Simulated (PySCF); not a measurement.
Spin-rotation constants: `Fc1ccc[c+](Cl)cc1`, [C$_{7}$H$_{5}$ClF]+, charge +1

Cartesian coordinates in Å; atom numbers follow the order of the lines, from 1:
```xyz
14

F    -2.7491   -1.0129   -0.1452
C    -1.5197   -0.5368   -0.0802
C    -1.4103    0.8450   -0.0477
C    -0.2413    1.5976    0.0180
C     1.0747    1.1701    0.0675
C     1.5828   -0.1366    0.0656
Cl    3.2751   -0.2992    0.1340
C     0.8468   -1.3399    0.0127
C    -0.5119   -1.5167   -0.0533
H    -2.3514    1.3840   -0.0773
H    -0.3839    2.6722    0.0313
H     1.8236    1.9523    0.1158
H     1.4457   -2.2434    0.0260
H    -0.8819   -2.5364   -0.0894
```

Total charge +1.

Method: GIAO PBE0/pcSseg-1 magnetisability, rotational g tensor and spin-rotation constants, non-relativistic, gas phase (PySCF 2.14.0). Geometry: GFN2-xTB.

For an ion the centre-of-mass motion in the field is neglected.

Problem. Give the nuclear spin-rotation constants along the inertial axes (H = +C I·J) beside the isotropic shieldings.

Solution. Rotational constants 3.3977, 0.8198, 0.6605 GHz. A star marks the isotopologue with that one atom substituted, in its own axes.
```csv
atom,isotope,Caa (kHz),Cbb (kHz),Ccc (kHz),mean (kHz),σ (ppm)
F1,19F,6.230,1.682,0.521,2.811,195.9
Cl7,35Cl,0.933,0.403,0.260,0.532,492.1
H10,1H,0.118,-0.040,-0.077,0.000,22.7
H11,1H,-0.409,0.089,-0.075,-0.132,22.5
H12,1H,0.002,-0.008,-0.076,-0.027,22.4
H13,1H,-0.221,0.046,-0.076,-0.084,22.3
H14,1H,-0.297,0.059,-0.077,-0.105,22.7
C2,13C*,1.881,0.323,0.152,0.785,-1.1
C3,13C*,1.558,0.336,0.086,0.660,39.0
C4,13C*,1.373,0.438,0.067,0.626,29.2
C5,13C*,1.575,0.366,0.095,0.679,26.9
C6,13C*,1.888,0.354,0.114,0.785,3.8
C8,13C*,1.452,0.409,0.089,0.650,25.5
C9,13C*,1.376,0.381,0.084,0.614,39.3
```
For the geometry as given, no vibrational averaging.
